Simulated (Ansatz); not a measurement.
Geometry optimisation, RKS LDA/cc-pVDZ in Ansatz.

Input file:

```yaml
crystal:
  periodic: [false, false, false]
  atoms:
    - { symbol: O, position_ang: [-0.17567, 1.34882, -0.93255] }
    - { symbol: C, position_ang: [-0.02853, 0.06746, -0.04554] }
    - { symbol: C, position_ang: [1.05435, -0.63704, -0.11053] }
    - { symbol: Na, position_ang: [1.17784, -2.56511, 1.25387] }
    - { symbol: H, position_ang: [-1.01491, 1.7463, -0.68237] }
    - { symbol: H, position_ang: [-1.01309, 0.03956, 0.51711] }
total_charge: -1
basis:
  gaussian: { orbitals: cc-pVDZ }
hamiltonian:
  xc: lda
relax:
  f_tol: 0.015
  max_steps: 40
```

Command:

```bash
$ ansatz run input.yaml --threads 1 --pin off --max-ram 2048MiB --backend cpu --events-out ev --progress --plain --runs-dir out
```

**Question.** Where does it end, and by what steps?

**Answer.** It converged. Limits of this set-up: an anion without diffuse functions. After 9 steps the energy has fallen by 0.318 eV; C3 moved furthest, 0.11 Å.

```
step  energy less start (eV)  largest force component (eV/Å)  accepted
   0                  0.0000                           3.176       yes
   1                 -0.1800                           2.011       yes
   2                 -0.2242                           1.368       yes
   3                 -0.2260                           0.729       yes
   4                 -0.2291                           1.238       yes
   5                 -0.2951                           0.148       yes
   6                 -0.3167                           0.078       yes
   7                 -0.3171                           0.174       yes
   8                 -0.3176                           0.015       yes
   9                 -0.3176                           0.001       yes
```

```xyz
6
Properties=species:S:1:pos:R:3
O -0.119 1.310 -0.891
C -0.067 0.160 -0.081
C 0.981 -0.664 -0.036
Na 1.230 -2.554 1.208
H -1.002 1.699 -0.706
H -1.022 0.049 0.506
```

Whether the end is a true minimum wasn't checked by a vibrational analysis.

Time of the run: 45 s on 1 thread of Intel(R) Xeon(R) Processor @ 2.50GHz (Skylake/Cascade Lake), on a shared host, peak memory 0.15 GiB.
